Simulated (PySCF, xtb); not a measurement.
BrH5N2Sn, SMILES [NH2][SnH]([NH2])[Br]. Other conformers were not sampled.

Harmonic wavenumbers (cm⁻¹) from GFN2-xTB run with xtb at its own minimum, in rising order: 63, 97, 123, 125, 145, 241, 444, 459, 489, 513, 659, 679, 740, 777, 1312, 1468, 1486, 3410, 3413, 3442, 3446.

Task: What does PBE-D3(BJ)/def2-SVP (PySCF 2.14.0) give at its own minimum? (Estimate from the structure and the level; the computed values follow.)

Result: 81, 113, 133, 152, 167, 233, 496, 530, 540, 558, 652, 670, 831, 868, 1488, 1499, 1876, 3403, 3407, 3501, 3502. Paired by order, the mean absolute difference is 59 cm⁻¹ and the zero-point energies are 33.6 and 35.3 kcal/mol.
